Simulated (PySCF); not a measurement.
**NMR data sheet: C$_{7}$H$_{8}$O$_{2}$Si**

* Formula: C7H8O2Si
* SMILES: C=C(C=O)[SiH2]c1ccco1
* Point group of the computed structure: C1
* Degrees of unsaturation: 5
* Carbon signals: 7
* Proton signals: 7

Atom-mapped SMILES (the numbers label the heavy atoms): `[CH2:1]=[C:2]([CH:3]=[O:4])[SiH2:5][c:6]1[cH:7][cH:8][cH:9][o:10]1`. Hydrogens are named by the atom that carries them. Ha(C1) is cis to C3; Hb(C1) is trans to C3.

Level of theory: shielding tensors at PBE0/pcSseg-1 (GIAO), GFN2-xTB structure, in PySCF (gas phase, fast rotation and ring inversion assumed for equivalent nuclei, one conformer, non-relativistic).

δ = σ(ref) − σ, references computed at the same level: TMS for $^{1}$H and $^{13}$C and $^{29}$Si; $^{17}$O vs H2O.

```tsv
carbon	δC, type	δH (multiplicity)	HMBC from (2–3 bonds)	span of the C tensor (ppm)
C1	157.0, CH2	Ha(C1) 7.02 (m); Hb(C1) 7.02 (m)	H(C3), H(Si5)	268
C2	155.8, C	–	H(C3), Hb(C1), Ha(C1), H(Si5)	208
C3	202.6, CH	9.91 (s)	Hb(C1), Ha(C1), H(Si5)	179
C6	155.9, C	–	H(C9), H(C7), H(C8), H(Si5)	155
C7	131.1, CH	7.23 (m)	H(C9), H(C8), H(Si5)	201
C8	117.3, CH	6.77 (m)	H(C9), H(C7)	183
C9	154.1, CH	7.94 (m)	H(C7), H(C8)	155
```

Other nuclei:
```tsv
atoms	nucleus	environment	δ (ppm)	σ (ppm)
H(Si5)	$^{1}$H	hydrogen on a silicon bonded to 2 C	5.04	26.68
Si5	$^{29}$Si	silicon bonded to 2 C, 2 H	-65.0	414.2
O4	$^{17}$O	aldehyde oxygen	686.8	-350.7
O10	$^{17}$O	aromatic ring oxygen	320.4	15.7
```

Carbon types of the structure: 2 × C, 4 × CH, 1 × CH2, leaving 2 H on heteroatoms. δC 202.6: aldehyde carbonyl carbon; low-lying n→π* states of the double bond to the heteroatom give a large paramagnetic term (-259 ppm). δC 157.0: β carbon of a C=C–C=O unit; conjugation with the carbonyl draws π density from the β position. δC 155.8: α carbon of a C=C–C=O unit; as expected for a trigonal carbon in a double bond. δC 131.1, 117.3: aromatic CH. δH 9.91: hydrogen on an aldehyde carbonyl carbon; the formyl region, downfield of aromatic protons.

Shifts are as computed. Against solution values, carbons near 30 ppm lie about +3 ppm off and those near 130 ppm about +5 ppm. Of 1211 compounds with measured shifts, 218 miss one by over three times the rms of a fit or turn the order of signals round; such compounds aren't used in these exercises. Unscaled 17O shifts of doubly bonded oxygen tend to come out too high, by tens of ppm or more. Experimental scales use liquid or dissolved standards, which lie at an offset from isolated H2O (liquid H2O: subtract about 36 ppm). Multiplicities follow the n + 1 count of equivalent neighbours, as no J values were calculated; m marks all less simple cases, F and P coupling included.
